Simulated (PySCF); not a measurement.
## Sb: excitation energy

Sb [Kr] 4d10 5s2 5p3 (4S) → Sb [Kr] 4d10 5s1 5p3 6s1 (6S), as a difference of total energies. All numbers are calculated (PySCF 2.14, a scalar-relativistic core potential, in aug-cc-pVQZ-PP with one added diffuse shell each of s, p, d, f, g type with ECP28MDF (8s8p6d4f3g, 117 functions)). Correlated levels: valence: 4s2 4p6 4d10 frozen. The calculations carry no spin-orbit coupling.

| method | excitation energy (eV) |
| --- | --- |
| UHF | 9.589 |
| LDA | 12.329 |
| PBE | 12.001 |
| PBE0 | 11.691 |
| r2SCAN | 11.635 |
| wB97X-V | 11.943 |
| M06 | 12.594 |
| B3LYP | 12.155 |
| MP2 (valence) | 10.746 |
| SCS-MP2 (valence) | 11.132 |

Question: How much does correlation contribute at MP2 (valence)?

Answer: 10.746 − (9.589) = 1.157 eV, measured against UHF.

The upper state lies above the first ionisation limit, but in LS coupling its spin forbids autoionisation to the ground ion; at this Z spin-orbit coupling breaks that rule. A Rydberg-like electron needs more diffuse functions than a valence basis has.

The promoted electron is Rydberg-like, and one or two diffuse shells describe it only roughly, which tends to raise the upper state.
